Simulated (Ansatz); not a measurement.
The first iterations of a band of C3H7AlO (12 atoms, charge 0, multiplicity 1).

Computed with RKS CAM-B3LYP-D4/STO-3G in Ansatz.

```json
{
 "movable images": "5",
 "climbing image": "yes",
 "spring": "5.0 eV/Å²",
 "optimiser": "quadratic models (default)",
 "start path": "IDPP",
 "force threshold": "0.03 eV/Å",
 "iteration limit": "60",
 "end points": "relaxed"
}
```

Image 0:

```xyz
12
Properties=species:S:1:pos:R:3
C -0.472 0.209 1.695
C -0.115 0.073 0.415
C -0.094 1.324 -0.482
Al 0.356 -1.636 -0.281
O 0.809 -1.769 -1.901
H -0.507 -0.640 2.387
H -0.752 1.171 2.141
H 0.910 1.495 -0.900
H -0.782 1.213 -1.334
H -0.386 2.226 0.070
H 0.347 -2.880 0.533
H 0.762 -0.841 -2.310
```

Image 6:

```xyz
12
Properties=species:S:1:pos:R:3
C -0.384 0.468 1.320
C -0.052 0.241 0.046
C -0.042 1.427 -0.936
Al 0.405 -1.504 -0.573
O 0.413 -2.777 0.533
H -0.412 -0.328 2.073
H -0.651 1.459 1.703
H 0.955 1.561 -1.381
H -0.743 1.254 -1.767
H -0.324 2.367 -0.443
H 0.759 -1.826 -1.981
H 0.154 -2.398 1.440
```

| iteration | highest image above the first end (eV) | largest band force component (eV/Å) |
| --- | --- | --- |
| 1 | 0.199 | 1.370 |
| 2 | 0.165 | 0.711 |

Task: Does the band converge within its limit, and where does its top end?

Result: It converged. It ended after 6 iterations with the highest image 0.065 eV above the first end. A vibrational analysis at the climbing image gives one clearly imaginary mode, 48i cm⁻¹: a first-order saddle point. Limits of this set-up: minimal basis.

The run took 2.3 min on 1 CPU thread of a shared host.
